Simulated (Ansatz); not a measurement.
Worked example: SiH(CH3)2Br + CH3Mg → SiH(CH3)2 + Mg(CH3)Br

Species: SiH(CH3)2Br, singlet; CH3Mg `[CH3][Mg]`, doublet; SiH(CH3)2, doublet; Mg(CH3)Br, singlet. A radical takes Br: the energy is the difference in strength between the Si–Br bond broken and the Mg–Br bond made.

Shapes, held fixed at every level: PBE0-D4/def2-TZVP. Programs: Ansatz 0.2.0. The zero-point and thermal change to 298 K, harmonic and unscaled (PBE0-D4/def2-TZVP), is -1.3 kJ/mol.

At CCSD(T)/def2-TZVPP; 1 Eh = 2625.50 kJ/mol:

```
    species   energy (Eh)
SiH(CH3)2Br  -2942.113401
      CH3Mg   -239.609326
  SiH(CH3)2   -369.291031
  Mg(CH3)Br  -2812.433075
```

**Question.** Work out ΔH(298 K) of the reaction at this level.

**Answer.** 
1. Products less reactants: (-369.291031) + (-2812.433075) − [(-2942.113401) + (-239.609326)] = -0.001379 Eh = -3.6 kJ/mol.
2. With the thermal change: -3.6 + (-1.3) = -4.9 kJ/mol.

Other levels give -25.8 (HF/def2-SVP) to +11.3 kJ/mol (SPW92/def2-TZVPP). No measured value is set beside it here. Open shells run unrestricted. Relativity is left out for Br. Outer-core shells of Br, Mg are correlated in most correlated rows, in sets that cover them unevenly.
